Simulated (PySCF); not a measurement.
C4H7O2, SMILES C[CH]OC(=O)C, multiplicity 2. Atoms are numbered in the order given.

```xyz
13

C      2.5436     0.6521     0.1306
C      1.3251    -0.1507     0.3509
O      0.1552     0.4470    -0.0502
C     -0.9910    -0.3012    -0.0674
C     -2.1571     0.5479    -0.4785
O     -1.0184    -1.4700     0.2251
H      3.4034     0.1913     0.6380
H      2.8011     0.7440    -0.9451
H      2.4204     1.6794     0.5144
H      1.2840    -1.2315     0.5014
H     -1.9338     1.0818    -1.4140
H     -2.3478     1.3124     0.2911
H     -3.0455    -0.0825    -0.5989
```
Charge 0, spin multiplicity 2.

Coordinates come from a r2SCAN-D4/def2-SVP optimisation. The isomer is the one that the SMILES or the coordinates give; other isomers of the formula were not compared. The values are those of a single conformer.

Two levels are set side by side: PBE/pcH-1 (PySCF) and PBE0/pcH-1 (PySCF). Contact hyperfine couplings, same geometry. Differences are taken from unrounded values.

```tsv
quantity	PBE0	PBE	PBE minus PBE0
A(iso) of 13C, atom C1 (MHz)	-33.5	-26.5	7.0
A(iso) of 13C, atom C2 (MHz)	132.4	107.3	-25.2
A(iso) of 17O, atom O3 (MHz)	-8.6	-6.0	2.5
A(iso) of 13C, atom C4 (MHz)	4.7	6.4	1.7
A(iso) of 13C, atom C5 (MHz)	-3.4	-4.1	-0.7
A(iso) of 17O, atom O6 (MHz)	-1.5	-1.0	0.5
A(iso) of 1H, atom H7 (MHz)	10.8	9.9	-0.9
A(iso) of 1H, atom H8 (MHz)	135.4	136.3	0.8
A(iso) of 1H, atom H9 (MHz)	62.3	62.2	-0.1
A(iso) of 1H, atom H10 (MHz)	-63.7	-51.3	12.5
A(iso) of 1H, atom H11 (MHz)	5.9	8.8	2.9
A(iso) of 1H, atom H12 (MHz)	7.9	11.8	3.9
A(iso) of 1H, atom H13 (MHz)	-0.7	-0.6	0.1
```

Rough cost on one machine, each run with all the roots and properties that it gave: PBE0 against PBE within a factor of 2.
